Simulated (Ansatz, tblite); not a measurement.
Isomers of Ge₂S₄⁻ (doublet), found by a short tight-binding search and relaxed with PBE-D4/def2-SVPD in Ansatz.

The xTB rows come from tblite. Correlated methods freeze 38 core orbitals; core or outer-core shells of Ge are correlated, in sets that lack core-valence functions.

A: At HF/STO-3G the highest occupied level of the charge -1 doublet lies above zero (up to 1.18 eV). In Hartree–Fock with STO-3G the lack of diffuse functions raises the level. B: At HF/STO-3G the highest occupied level of the charge -1 doublet lies above zero (up to 1.63 eV). In Hartree–Fock with STO-3G the lack of diffuse functions raises the level. C: At HF/STO-3G the highest occupied level of the charge -1 doublet lies above zero (up to 1.32 eV). In Hartree–Fock with STO-3G the lack of diffuse functions raises the level. D: At HF/STO-3G the highest occupied level of the charge -1 doublet lies above zero (up to 0.74 eV). In Hartree–Fock with STO-3G the lack of diffuse functions raises the level. E: At HF/STO-3G the highest occupied level of the charge -1 doublet lies above zero (up to 0.78 eV). In Hartree–Fock with STO-3G the lack of diffuse functions raises the level.

Other spin states weren't relaxed.

A:

```xyz
6

Ge   -1.328   -0.228    0.441
Ge    1.615   -0.322   -0.568
S     3.047    1.202   -0.974
S    -3.298   -0.289    1.108
S    -0.569   -0.096   -1.620
S     0.533   -0.268    1.613
```

B:

| atom | x (Å) | y (Å) | z (Å) |
| --- | --- | --- | --- |
| Ge1 | -0.626 | -0.978 | 0.754 |
| Ge2 | 0.928 | 0.534 | -2.284 |
| S3 | 1.212 | -1.114 | -0.836 |
| S4 | -0.259 | -1.778 | 2.703 |
| S5 | -0.753 | 1.385 | 0.837 |
| S6 | -0.501 | 1.952 | -1.175 |

C:

| atom | x (Å) | y (Å) | z (Å) |
| --- | --- | --- | --- |
| Ge1 | -1.559 | -1.097 | 0.367 |
| Ge2 | 0.784 | 1.191 | -0.136 |
| S3 | -0.589 | -1.746 | -1.733 |
| S4 | 0.831 | -1.312 | -0.199 |
| S5 | -1.537 | 1.228 | 0.215 |
| S6 | 2.070 | 1.735 | 1.487 |

D:

```xyz
6

Ge    1.021   -0.132    1.187
Ge   -0.313    0.990   -1.180
S     1.836    0.111   -0.983
S    -1.629   -0.987   -0.863
S    -0.247    1.814    1.000
S    -0.669   -1.795    0.840
```

E:

Cartesian coordinates in Å:
```
Ge -1.2394 2.0032 1.3474
Ge -0.1953 -0.9217 0.5643
S 1.2686 -2.0860 -2.3596
S -1.8799 0.5720 -0.2990
S 0.6503 0.8751 1.9327
S 1.3957 -0.4426 -1.1858
```

Question: Estimate their order by electronic energy at RPA@PBE/def2-TZVPD, counted from the lowest.

Answer: A (0.0) < D (23.0) < E (73.6) < B (78.2) < C (79.2), in kJ/mol. Gaps under about 2 kJ/mol are ties within the noise of geometry and basis.

Question: Do the other levels pick the same lowest one?

Answer: Not GFN2-xTB, HF/STO-3G. Energies above each level's lowest (kJ/mol):

| level | A | B | C | D | E |
| --- | --- | --- | --- | --- | --- |
| GFN1-xTB | 0.0 | 131.2 | 178.8 | 119.1 | 254.0 |
| GFN2-xTB | 42.1 | 55.7 | 49.0 | 0.0 | 46.1 |
| HF/STO-3G | 81.6 | 124.8 | 147.0 | 0.0 | 117.6 |
| HF/def2-TZVPD | 0.0 | 95.1 | 118.2 | 93.6 | 90.8 |
| PBE-D4/def2-TZVPD | 0.0 | 53.4 | 54.6 | 2.9 | 53.8 |
| BLYP-D4/def2-TZVPD | 0.0 | 36.8 | 49.2 | 4.4 | 34.0 |
| r2SCAN-D4/def2-TZVPD | 0.0 | 72.5 | 76.9 | 25.9 | 78.1 |
| r2SCANh-D4/def2-TZVPD | 0.0 | 75.9 | 79.7 | 27.1 | 80.6 |
| PBE0-D4/def2-TZVPD | 0.0 | 70.0 | 70.9 | 13.2 | 70.0 |
| r2SCAN0-D4/def2-TZVPD | 0.0 | 80.5 | 83.6 | 29.3 | 84.3 |
| RPA@PBE/def2-TZVPD | 0.0 | 78.2 | 79.2 | 23.0 | 73.6 |
| MP2/def2-TZVPD | 0.0 | 95.6 | 89.7 | 14.9 | 101.7 |
Point groups (tolerance 0.1 Å): A Cs, B not assigned, C not assigned, D C2v, E not assigned. Lower isomers may exist.
